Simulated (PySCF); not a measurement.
PySCF 2.14 output of an unrestricted PBE0 calculation on a single atom or ion in aug-cc-pwCVTZ-DK3, with scalar relativity by spin-free X2C-1e:

```
SCF conv_tol = 1e-09
number electrons alpha = 43  beta = 40
    C. Adamo and V. Barone.,  J. Chem. Phys. 110, 6158 (1999)
    M. Ernzerhof and G. E. Scuseria.,  J. Chem. Phys. 110, 5029 (1999)
cycle= 1 E= -20883.8887518069  delta_E= -0.0156  |g|= 0.152  |ddm|= 0.809
cycle= 2 E= -20883.8892127345  delta_E= -0.000461  |g|= 0.11  |ddm|= 0.192
cycle= 3 E= -20883.8899291315  delta_E= -0.000716  |g|= 0.0149  |ddm|= 0.0634
cycle= 4 E= -20883.889971877  delta_E= -4.27e-05  |g|= 0.00119  |ddm|= 0.0146
cycle= 5 E= -20883.889972768  delta_E= -8.91e-07  |g|= 0.0003  |ddm|= 0.00461
cycle= 6 E= -20883.8899728256  delta_E= -5.77e-08  |g|= 2.84e-05  |ddm|= 0.00104
cycle= 7 E= -20883.8899728261  delta_E= -5.06e-10  |g|= 1.02e-06  |ddm|= 0.000141
converged SCF energy = -20883.8899728261  <S^2> = 3.7525373  2S+1 = 4.0012685
```

The run itself started from symmetry-adapted Hartree-Fock orbitals and held the occupation by maximum overlap, on a logarithmic radial grid, so the iterations belong to that start.

**Question.** Which element, charge and spin multiplicity is this?

**Answer.** Pb- (lead, charge -1), multiplicity 4; the state was [Xe] 4f14 5d10 6s2 6p3, high-spin 4S determinant.

Spin-orbit coupling, which splits the p, d and f shells strongly at this Z, is absent. Spin-orbit coupling is strong in this species (close to jj coupling), so the high-spin LS determinant is a model state, not a physical level. At PBE0 the highest occupied level has a positive energy, so only the finite basis holds that electron; in a semilocal or global hybrid functional this comes from self-interaction and does not mean that the real anion is unbound.
